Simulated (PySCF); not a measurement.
methanol (CH4O), singlet, geometry from GFN2-xTB, with bond 5-1 at 1.6 times its length; B3LYP/6-31G run with PySCF.

Input for PySCF:
```python
from pyscf import gto, scf, dft

mol = gto.Mole()
mol.atom = '''
    C    -0.05774864    0.65750333    0.00623833
    O    -0.03498085   -0.74857812   -0.00758921
    H    -1.10610419    0.95010140    0.00407242
    H     0.88017380   -1.04794998   -0.00613415
    H     0.70957002    1.30451931    1.44319094
    H     0.43044352    1.07956523   -0.87898825
'''
mol.basis = '6-31g'
mol.verbose = 4
mol.build()

mf = dft.RKS(mol)
mf.xc = 'b3lyp'
mf.diis_space = 2
mf.kernel()
mf.analyze()
```

### Question
Predict the main parts of the log of this PySCF run.

### Answer

```
PySCF version 2.14.0

[INPUT] verbose = 4
[INPUT] num. atoms = 6
[INPUT] num. electrons = 18
[INPUT] charge = 0
[INPUT] spin (= nelec alpha-beta = 2S) = 0
[INPUT] symmetry False subgroup None
[INPUT] Mole.unit = angstrom
[INPUT] Symbol           X                Y                Z      unit          X                Y                Z       unit  Magmom
[...]
nuclear repulsion = 38.8298219287642
number of shells = 18
number of NR pGTOs = 60
number of NR cGTOs = 26
basis = 6-31g
ecp = {}

******** <class 'pyscf.dft.rks.RKS'> ********
method = RKS
initial guess = minao
damping factor = 0
level_shift factor = 0
DIIS = <class 'pyscf.scf.diis.CDIIS'>
diis_start_cycle = 1
diis_space = 2
diis_damp = 0
SCF conv_tol = 1e-09
SCF conv_tol_grad = None
SCF max_cycles = 50
direct_scf = True
direct_scf_tol = 1e-13
XC library pyscf.dft.libxc version 7.1.2
    S. Lehtola, C. Steigemann, M. J. T. Oliveira, and M. A. L. Marques,  SoftwareX 7, 1–5 (2018)
XC functionals = b3lyp
    P. J. Stephens, F. J. Devlin, C. F. Chabalowski, and M. J. Frisch,  J. Phys. Chem. 98, 11623 (1994)
radial grids:
    Treutler-Ahlrichs [JCP 102, 346 (1995); DOI:10.1063/1.469408] (M4) radial grids

becke partition: Becke, JCP 88, 2547 (1988); DOI:10.1063/1.454033
pruning grids: <function nwchem_prune>
grids dens level: 3
symmetrized grids: False
atomic radii adjust function: <function treutler_atomic_radii_adjust>
small_rho_cutoff = 0
Set gradient conv threshold to 3.16228e-05
Initial guess from minao.
tot grids = 67432
init E= -115.541954775074
[...]
cycle= 1 E= -115.520337666648  delta_E= 0.0216  |g|= 0.604  |ddm|= 1.92
[...]
cycle= 2 E= -115.291281659743  delta_E= 0.229  |g|=  1.2  |ddm|= 1.44
[...]
cycle= 3 E= -115.592954375914  delta_E= -0.302  |g|= 0.0489  |ddm|= 1.08
[...]
cycle= 4 E= -115.59378428167  delta_E= -0.00083  |g|= 0.0215  |ddm|= 0.117
[...]
cycle= 5 E= -115.593959983543  delta_E= -0.000176  |g|= 0.0166  |ddm|= 0.0504
[...]
cycle= 6 E= -115.594005511965  delta_E= -4.55e-05  |g|= 0.0143  |ddm|= 0.0195
[...]
cycle= 7 E= -115.593989967978  delta_E= 1.55e-05  |g|= 0.014  |ddm|= 0.0236
[...]
cycle= 8 E= -115.594009519964  delta_E= -1.96e-05  |g|= 0.0114  |ddm|= 0.0231
[...]
cycle= 9 E= -115.594029065525  delta_E= -1.95e-05  |g|= 0.0104  |ddm|= 0.0135
[...]
cycle= 10 E= -115.594023962128  delta_E= 5.1e-06  |g|= 0.00975  |ddm|= 0.0142
[...]
cycle= 11 E= -115.594029381129  delta_E= -5.42e-06  |g|= 0.00801  |ddm|= 0.0157
[...]
cycle= 12 E= -115.594040009283  delta_E= -1.06e-05  |g|= 0.00716  |ddm|= 0.00999
[...]
cycle= 13 E= -115.594038717782  delta_E= 1.29e-06  |g|= 0.00659  |ddm|= 0.00907
[...]
cycle= 14 E= -115.594039647603  delta_E= -9.3e-07  |g|= 0.00562  |ddm|= 0.0109
[...]
cycle= 15 E= -115.594045443918  delta_E= -5.8e-06  |g|= 0.00481  |ddm|= 0.00722
[...]
cycle= 16 E= -115.594044954039  delta_E= 4.9e-07  |g|= 0.00458  |ddm|= 0.00599
[...]
cycle= 17 E= -115.594045238115  delta_E= -2.84e-07  |g|= 0.00383  |ddm|= 0.00744
[...]
cycle= 18 E= -115.59404781005  delta_E= -2.57e-06  |g|= 0.00333  |ddm|= 0.00519
[...]
cycle= 19 E= -115.594047924123  delta_E= -1.14e-07  |g|= 0.00309  |ddm|= 0.00391
[...]
cycle= 20 E= -115.594047748228  delta_E= 1.76e-07  |g|= 0.00268  |ddm|= 0.00508
[...]
cycle= 21 E= -115.594049059803  delta_E= -1.31e-06  |g|= 0.00225  |ddm|= 0.00372
[...]
cycle= 22 E= -115.594049168912  delta_E= -1.09e-07  |g|= 0.00215  |ddm|= 0.00261
[...]
cycle= 23 E= -115.594049066021  delta_E= 1.03e-07  |g|= 0.00183  |ddm|= 0.00343
[...]
cycle= 24 E= -115.594049620304  delta_E= -5.54e-07  |g|= 0.00156  |ddm|= 0.00266
[...]
cycle= 25 E= -115.594049755742  delta_E= -1.35e-07  |g|= 0.00145  |ddm|= 0.00173
[...]
cycle= 26 E= -115.594049651312  delta_E= 1.04e-07  |g|= 0.00128  |ddm|= 0.00232
[...]
cycle= 27 E= -115.594049923819  delta_E= -2.73e-07  |g|= 0.00106  |ddm|= 0.00189
[...]
cycle= 28 E= -115.594050000777  delta_E= -7.7e-08  |g|= 0.001  |ddm|= 0.00117
[...]
cycle= 29 E= -115.594049952885  delta_E= 4.79e-08  |g|= 0.000874  |ddm|= 0.00155
[...]
cycle= 30 E= -115.594050061427  delta_E= -1.09e-07  |g|= 0.000737  |ddm|= 0.00134
[...]
cycle= 31 E= -115.594050116409  delta_E= -5.5e-08  |g|= 0.000674  |ddm|= 0.0008
[...]
cycle= 32 E= -115.594050085285  delta_E= 3.11e-08  |g|= 0.000612  |ddm|= 0.00104
[...]
cycle= 33 E= -115.594050136627  delta_E= -5.13e-08  |g|= 0.0005  |ddm|= 0.000948
[...]
cycle= 34 E= -115.594050164841  delta_E= -2.82e-08  |g|= 0.000466  |ddm|= 0.000556
[...]
cycle= 35 E= -115.59405015211  delta_E= 1.27e-08  |g|= 0.000416  |ddm|= 0.000685
[...]
cycle= 36 E= -115.594050170854  delta_E= -1.87e-08  |g|= 0.000349  |ddm|= 0.000666
[...]
cycle= 37 E= -115.594050188037  delta_E= -1.72e-08  |g|= 0.000313  |ddm|= 0.000389
[...]
cycle= 38 E= -115.59405018108  delta_E= 6.96e-09  |g|= 0.000291  |ddm|= 0.000456
[...]
cycle= 39 E= -115.594050189536  delta_E= -8.46e-09  |g|= 0.000237  |ddm|= 0.000465
[...]
cycle= 40 E= -115.594050197862  delta_E= -8.33e-09  |g|= 0.000217  |ddm|= 0.000276
[...]
cycle= 41 E= -115.594050195395  delta_E= 2.47e-09  |g|= 0.000197  |ddm|= 0.000298
[...]
cycle= 42 E= -115.594050198029  delta_E= -2.63e-09  |g|= 0.000166  |ddm|= 0.000324
[...]
cycle= 43 E= -115.594050202704  delta_E= -4.67e-09  |g|= 0.000146  |ddm|= 0.000197
[...]
cycle= 44 E= -115.594050201522  delta_E= 1.18e-09  |g|= 0.000138  |ddm|= 0.000198
[...]
cycle= 45 E= -115.594050202626  delta_E= -1.1e-09  |g|= 0.000113  |ddm|= 0.000223
[...]
cycle= 46 E= -115.594050204792  delta_E= -2.17e-09  |g|= 0.000101  |ddm|= 0.000141
[...]
cycle= 47 E= -115.59405020449  delta_E= 3.02e-10  |g|= 9.31e-05  |ddm|= 0.000129
[...]
cycle= 48 E= -115.594050204705  delta_E= -2.15e-10  |g|= 7.92e-05  |ddm|= 0.000154
[...]
cycle= 49 E= -115.594050205859  delta_E= -1.15e-09  |g|= 6.8e-05  |ddm|= 0.000101
[...]
cycle= 50 E= -115.594050205746  delta_E= 1.13e-10  |g|= 6.47e-05  |ddm|= 8.51e-05
SCF not converged.
SCF energy = -115.594050205746
**** SCF Summaries ****
Total Energy =                        -115.594050205745503
Nuclear Repulsion Energy =              38.829821928764169
One-electron Energy =                 -233.657058988884785
Two-electron Energy =                   79.233186854375106
Two-electron Coulomb Energy =           94.603288325371196
DFT Exchange-Correlation Energy =      -15.370101470996094
HOMO-LUMO gap [eV] =                     6.606572342881767
**** MO energy ****
[...]
 ** Mulliken pop on meta-lowdin orthogonal AOs  **
 ** Mulliken pop  **
[...]
 ** Mulliken atomic charges  **
charge of    0C =     -0.05538
charge of    1O =     -0.44523
charge of    2H =      0.13727
charge of    3H =      0.32481
charge of    4H =     -0.07354
charge of    5H =      0.11206
Dipole moment(X, Y, Z, Debye):  1.21919,  0.36122, -1.00918
```

Convergence was not reached.
